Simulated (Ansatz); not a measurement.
Compare A (`SC1O[SiH2][SiH2]1`) with its isomer B (`C1O[SiH2][SiH2]S1`).

Computed with Ansatz on PBE0-D4/def2-TZVP structures; ΔE is electronic, products minus reactants. CCSD(T)/CBS is the MP2 limit (def2-TZVPP, def2-QZVPP) plus CCSD(T) − MP2 in def2-TZVPP, frozen cores. DFT in def2-TZVPP. B3LYP here is the variant with VWN-RPA as its local correlation; programs differ in this. Each species was taken in one conformer, which may not be the lowest.

Problem. Which is lower in electronic energy at CCSD(T)/CBS, and by how much? (Best estimate.)

Solution. Ansatz gave: B, by 139.4 kJ/mol.

Problem. Give E(B) − E(A) in kJ/mol with B3LYP-D4, PBE0-D4, B3LYP, MP2/def2-TZVPP, CCSD/def2-TZVPP, r2SCAN-D4, B2PLYP. (Estimate.)

Solution. The calculation gave: B3LYP-D4 -139.3, PBE0-D4 -141.8, B3LYP -137.5, MP2/def2-TZVPP -139.3, CCSD/def2-TZVPP -137.6, r2SCAN-D4 -142.6, B2PLYP -138.7. None reverses the order clearly.

Largest T1 diagnostic: 0.014.

In def2-TZVPP, CCSD(T) changes the Hartree–Fock value by +12.2 kJ/mol (the triples alone add +0.8 kJ/mol) and MP2 by +9.7 kJ/mol. From PBE to PBE0 (25 % exact exchange), in def2-TZVPP and without D4, E(B) − E(A) moves by −6.2 kJ/mol.
